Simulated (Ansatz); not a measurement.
A structure relaxed at PBE0-D4/def2-TZVP, charge 0, multiplicity 1:

```xyz
30

C     2.839    0.383    0.126
N     1.598   -0.120   -0.411
C     1.728   -1.416   -1.023
Si    0.103    0.596    0.021
O     0.311    2.234    0.122
N    -1.021    0.113   -1.184
C    -2.395   -0.208   -0.898
C    -0.747    0.260   -2.590
N    -0.436    0.180    1.588
C    -0.291   -1.160    2.093
C    -1.265    1.023    2.411
H     2.693    1.373    0.560
H     3.247   -0.276    0.907
H     3.601    0.468   -0.661
H     2.414   -1.383   -1.881
H     2.127   -2.165   -0.321
H     0.759   -1.770   -1.377
H     0.264    2.708   -0.709
H    -3.086    0.573   -1.248
H    -2.540   -0.329    0.175
H    -2.690   -1.146   -1.388
H     0.309    0.486   -2.753
H    -0.978   -0.663   -3.141
H    -1.343    1.065   -3.047
H     0.120   -1.154    3.112
H    -1.250   -1.700    2.130
H     0.391   -1.736    1.464
H    -1.302    2.032    2.001
H    -2.295    0.643    2.491
H    -0.863    1.088    3.431
```

Give its formula and SMILES.

C6H19N3OSi, `CN(C)[Si](O)(N(C)C)N(C)C`.

Point group (tolerance 0.08 Å, 0.16 Å for H)?

C1.

Summarise the bond lengths by kind.

6 × C–N 1.439 to 1.443 Å; 18 × C–H 1.090 to 1.102 Å; 3 × N–Si 1.708 to 1.717 Å; 1 × O–Si 1.654 Å; 1 × H–O 0.958 Å.

All numbers were calculated with Ansatz.
